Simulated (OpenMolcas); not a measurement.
## Dy3+: the spin-orbit constant, worked from levels

```yaml
Program: OpenMolcas
Basis: ANO-RCC-VQZP [9s8p6d4f3g2h]
Scalar_Hamiltonian: DKH2, point nucleus
Active_space: 9 electrons in 7 orbitals (4f)
State_averaging: 2S+1 = 6 odd, 21 roots (18 in the spin-orbit step); 2S+1 = 4 odd, 224 roots (13 in the spin-orbit step)
Spin-orbit_coupling: RASSI with atomic mean-field integrals over the reference wave functions, term energies averaged over their components
```

Methods: CASSCF; SS-CASPT2, IPEA 0.25 Eh, imaginary shift 0.1 Eh (closed shells correlated: 5s 5p).

**The spin-orbit constant.** For the Hund term 6H* of f9, E(J) = (A/2) J(J+1) + constant and ζ = -2S·A = -5A. From J = 5/2 to J = 15/2 the energy changes by 27.5 A.

```json
{"Source": "CASSCF", "E(15/2) - E(5/2)": "-12240.4", "A": "-445.1", "ζ": "2226"}
{"Source": "SS-CASPT2", "E(15/2) - E(5/2)": "-12342.5", "A": "-448.8", "ζ": "2244"}
```

All in cm-1. Both methods take the spin-orbit matrix elements from the reference wave functions, so the second can move ζ only through the term energies and any multistate remixing. Second-order mixing with other terms is absorbed into this ζ.

CASPT2 does not keep the components of a term degenerate, so their means are used; among the terms shown or strongly mixed into the levels shown the widest spread is 92 cm-1 (4f9 6H*, SS-CASPT2). High states are left out of the spin-orbit mixing, which shifts the levels that they would mix with. Without dynamic correlation excited terms often stand tens of per cent too high (terms of higher spin than the ground term too low), and those without a measured partner can miss by more than the paired ones (holds for CASSCF). Levels of configurations outside the active space are missing.

* marks odd parity.
